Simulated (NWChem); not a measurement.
# CH3IMgO; SMILES C[O][Mg][I]

```xyz
7

Mg     0.0000     0.0000    -1.0548
I      0.0000     0.0000     1.4970
O      0.0000     0.0000    -2.8166
C      0.0000     0.0000    -4.1899
H     -0.0307     1.0264    -4.6067
H      0.9042    -0.4866    -4.6067
H     -0.8735    -0.5398    -4.6067
```
Atoms are numbered in this order, from 1.

All runs: NWChem. Structure relaxed at the PBE0/def2-SVP level. def2 effective core potentials on I; no spin-orbit coupling. Vertical excitations in the gas phase; the lowest state need not have the same character in each row.

```json
[
 {"level": "PBE/def2-SVP, TDA", "lowest excitation, singlet (eV)": "3.67", "oscillator strength of that lowest state": "0.012", "lowest state with f > 0.02, singlet (eV)": "4.37", "oscillator strength of that bright state": "0.048", "orbital gap (eV)": "3.60"},
 {"level": "B3LYP/def2-SVP, TDA", "lowest excitation, singlet (eV)": "(withheld)", "oscillator strength of that lowest state": "(withheld)", "lowest state with f > 0.02, singlet (eV)": "(withheld)", "oscillator strength of that bright state": "(withheld)", "orbital gap (eV)": "(withheld)"},
 {"level": "BHandHLYP/def2-SVP, TDA", "lowest excitation, singlet (eV)": "5.08", "oscillator strength of that lowest state": "0.019", "lowest state with f > 0.02, singlet (eV)": "5.40", "oscillator strength of that bright state": "0.058", "orbital gap (eV)": "7.61"}
]
```

Task: Some entries are withheld; supply them.

Result: 
- B3LYP/def2-SVP, TDA, lowest excitation, singlet (eV): 4.33
- B3LYP/def2-SVP, TDA, oscillator strength of that lowest state: 0.003
- B3LYP/def2-SVP, TDA, lowest state with f > 0.02, singlet (eV): 4.67
- B3LYP/def2-SVP, TDA, oscillator strength of that bright state: 0.062
- B3LYP/def2-SVP, TDA, orbital gap (eV): 5.33
